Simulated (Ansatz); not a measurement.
`C[SiH2][AsH2]` + `SS` → `C[SiH2]SS` + `[AsH3]` at 700 K and 1 bar (cleavage of the Si–As bond).

Computed with Ansatz on PBE0-D4/def2-TZVP structures; ΔE is electronic, products minus reactants. CCSD(T)/CBS adds triple-zeta CCSD(T) − MP2 to the extrapolated MP2 energy (def2 sets, frozen cores). This one scheme is used for every species. For As outer-core shells are correlated without core-valence functions, which leaves a few kJ/mol of doubt a bond. Scalar relativity is left out up to krypton. One conformer a species, not always the lowest.

```json
{"species": "`C[SiH2][AsH2]`", "CCSD(T)/CBS energy (Eh)": "-2566.35921", "H − E (kJ/mol)": "254.5", "S (J/(mol·K))": "440.8"}
{"species": "`SS`", "CCSD(T)/CBS energy (Eh)": "-796.74576", "H − E (kJ/mol)": "82.9", "S (J/(mol·K))": "298.8"}
{"species": "`C[SiH2]SS`", "CCSD(T)/CBS energy (Eh)": "-1126.32699", "H − E (kJ/mol)": "248.8", "S (J/(mol·K))": "466.7"}
{"species": "`[AsH3]`", "CCSD(T)/CBS energy (Eh)": "-2236.79077", "H − E (kJ/mol)": "87.1", "S (J/(mol·K))": "262.7"}
```

H − E and S are ideal-gas, rigid-rotor, harmonic terms from PBE0-D4/def2-TZVP, for one conformer and one mirror image of each species. 1 Eh = 2625.50 kJ/mol, R = 8.31446 J/(mol·K).

Problem. By hand: ΔE, ΔH, ΔS and ΔG.

Solution. ΔE = (-1126.32699) + (-2236.79077) − (-2566.35921) − (-796.74576) = -0.01279 Eh = -33.6 kJ/mol. Δ(H − E) = 248.8 + 87.1 − 254.5 − 82.9 = -1.5, so ΔH = -35.1 kJ/mol. ΔS = 466.7 + 262.7 − 440.8 − 298.8 = -10.2 J/(mol·K). ΔG = -35.1 − 700 × (-10.2)/1000 = -28.0 kJ/mol.

Problem. By hand: the equilibrium constant, and the temperature at which ΔG would vanish if ΔH and ΔS stayed fixed.

Solution. log₁₀ K = −ΔG/(RT ln 10) = 2.1. ΔG = 0 at ΔH/ΔS = 3441 K, far beyond where these terms or the molecules hold.

The number of gas molecules stays the same, so ΔS is small and ΔH decides. A doubt of 5 kJ/mol in ΔE shifts log₁₀ K by 0.4 here. Other conformers and mirror images would add mixing entropy, several J/(mol·K) or more a flexible species. These are equilibria of isolated gas molecules and say nothing of rates. Largest T1 diagnostic: 0.011 (customary marks: 0.02 for closed shells, 0.045 for open ones).
